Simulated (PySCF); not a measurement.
Compound: C₄H₆FO₂P.
Z-matrix (Å and degrees, GFN2-xTB geometry), rows numbered from 1:
```
C 
C   1  1.4718
C   2  1.3419  1  141.67
F   3  1.3291  2  136.20  1    -0.36
P   3  1.7986  2   69.28  1  -175.58
O   5  1.4670  2  125.95  3  -107.43
C   5  1.8621  2  117.82  3    97.75
O   7  1.3871  5  107.90  2   115.03
H   1  1.0887  2  110.12  3     0.05
H   1  1.0895  2  109.85  3   120.50
H   1  1.0897  2  110.32  3  -120.87
H   7  1.1022  5  107.53  2  -123.69
H   7  1.0898  5  110.92  2    -3.82
H   8  0.9688  7  108.50  5    48.58
```

NICS is the negative of the GIAO shielding at a point without a nucleus: at the ring centre (0) and 1 Å above and below it (1); zz is the component along the ring normal. Level: GIAO PBE0/pcSseg-1 (PySCF, non-relativistic, gas phase) on the GFN2-xTB geometry, one conformer.

Ring bond lengths (Å), with Mayer bond orders in brackets: C2–C3 1.342 (1.57), C3–P5 1.799 (0.90), P5–C2 1.824 (0.79).

Q: Give the NICS values of each ring in ppm.

A: 
```tsv
ring	type	NICS(0)	NICS(1), two faces	NICS(1)zz, two faces	rms pucker (Å)	centre to ring atoms, mean (Å)
C2–C3–P5	3-membered ring with P; formal bonds 1 double, 2 single	-21.1	-5.8 / -9.1	-4.3 / -10.1	0.00	0.96
```

Q: What can be read from them?

A: 
- C2–C3–P5: mean NICS(1)zz -7.2 ppm, shielded. P5 has four or more neighbours; no verdict on aromaticity is drawn. The two faces differ by 5.8 ppm, so no symmetry operation interchanges them. NICS(0) lies 14 ppm below the mean NICS(1).

Q: At the second NICS(1) probe listed for ring C2–C3–P5, 1 Å off the ring, what do the in-plane components average?

A: The isotropic value is a third of the trace: (3 × -9.1 − (-10.1))/2 = -8.6 ppm.

Q: Give the inner angles of the rings and the Hirshfeld charges of the ring atoms.

A: 
- C2–C3–P5: C2 67.2° (-0.040 e), C3 69.3° (+0.016 e), P5 43.5° (+0.386 e); sum 180.0° against 180° for a flat convex ring.
